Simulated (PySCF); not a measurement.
Molecule: SMILES C(=O)(Cl)C1=CC=CS1, C5H3ClOS.

Mapped SMILES: `[O:1]=[C:2]([Cl:3])[c:4]1[cH:5][cH:6][cH:7][s:8]1`; H(Xn) means a hydrogen on atom n.

Geometry PBE0-D3(BJ)/def2-SVP throughout; GIAO in PySCF 2.14, gas phase, one conformer, non-relativistic; equivalent atoms averaged; basis pcSseg-1.

For orientation, CAM-B3LYP gives these absolute shieldings σ: O1 -217.1, C2 12.8, C7 30.4, C5 34.0, C4 33.5, Cl3 515.1, S8 229.9, H(C5) 23.32, H(C6) 24.25 ppm.

A run gave: O1 -215.7, C2 24.1, C7 34.7, C5 40.7, C4 49.4, Cl3 618.8, S8 313.9, H(C5) 23.36, H(C6) 24.57 ppm (absolute shieldings σ).

Which functional was used in that run?
A. B3LYP
B. HF
C. PBE
D. wB97X-D
E. mPW1PW91

Answers

B. Cl3 tells them apart best: HF gives 618.8, mPW1PW91 gives 520.6, PBE gives 487.5, wB97X-D gives 523.1, B3LYP gives 503.4 ppm.
